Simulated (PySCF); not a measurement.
## Structure from 2D NMR

Compound of formula C5H4F3N3. Correlations simulated from computed shifts and the bond graph:

HSQC (one-bond C–H):
```
  δH     δC
8.80  153.5
3.07   22.4
```

HMBC (two and three bonds, from the bond graph):
```
  δH                  δC
8.80  166.1, 162.6, 22.4
3.07        166.1, 153.5
```

Carbons without hydrogens: δ 166.1, 162.6, 129.9.

[PySCF: GFN2-xTB structure; NMR shieldings at PBE0/pcSseg-1/GIAO; no relativistic terms; gas phase; one computed conformer; fast rotation and ring inversion assumed for equivalent nuclei]

References, each an isolated molecule treated in the same way: ¹H (σref 31.72), ¹³C (σref 186.93) against TMS.

Exchangeable hydrogens are left out of these lists.

**Question.** Work out the connectivity.

**Answer.** `Cc1cnc(C(F)(F)F)nn1`.

Atoms are numbered as in `[CH3:1][c:2]1[cH:3][n:4][c:5]([C:6]([F:7])([F:8])[F:9])[n:10][n:11]1`; H(Xn) means a hydrogen on atom n.

δC 166.1 is C2, a substituted aromatic carbon next to a ring nitrogen. δC 162.6 is C5, a substituted aromatic carbon next to a ring nitrogen. δC 153.5 is C3, an aromatic CH next to a ring nitrogen (δH 8.80). δC 129.9 is C6, a CF3 carbon. δC 22.4 is C1, a methyl carbon on an aromatic ring (δH 3.07). HMBC from δH 8.80 reaches the proton-free carbons C2, C5. HMBC from δH 3.07 reaches the proton-free carbon C2.

This is the structure that produced the data.

Shifts are as computed. Against solution values, carbons near 30 ppm lie about +3 ppm off and those near 130 ppm about +5 ppm. Of 1211 compounds with measured shifts, 218 miss one by over three times the rms of a fit or turn the order of signals round; such compounds aren't used in these exercises.
